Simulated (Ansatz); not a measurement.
A structure relaxed at PBE0-D4/def2-SVPD in Ansatz, charge -1, doublet:

| atom | x (Å) | y (Å) | z (Å) |
| --- | --- | --- | --- |
| Pt1 | -0.2767 | 0.3100 | -0.2085 |
| Na2 | -0.3616 | 2.3934 | 1.6044 |
| Na3 | -0.4873 | -1.0435 | 2.2370 |
| Na4 | 0.8655 | 1.0262 | -2.5918 |
| Na5 | 2.3955 | 0.5298 | 0.5650 |
| Na6 | 0.5460 | -2.1931 | -1.1224 |
| Na7 | -2.6814 | -1.0228 | -0.4835 |

(1) Give its formula.

(2) Summarise the bond lengths by kind (pairs closer than 1.2 times the sum of covalent radii, bridged metal pairs left out).

## Answers

(1) the cluster Na₆Pt⁻ (the lowest doublet isomer of a short search).

(2) 9 × Na–Na 3.49 to 3.70 Å; 6 × Na–Pt 2.74 to 2.80 Å. The metal has 6 neighbours: Na 2.76 Å, Na 2.80 Å, Na 2.74 Å, Na 2.79 Å, Na 2.79 Å, Na 2.76 Å.

In the def2 sets Pt takes a core potential; there is no spin–orbit coupling. The charge -1 doublet is spin-contaminated (final ⟨S²⟩ up to 1.03, 0.75 for a pure state). The relaxation made no stability test and no search for a lower SCF solution. No other spin state of charge -1 was run. The structure comes from a short search, and lower isomers may exist.
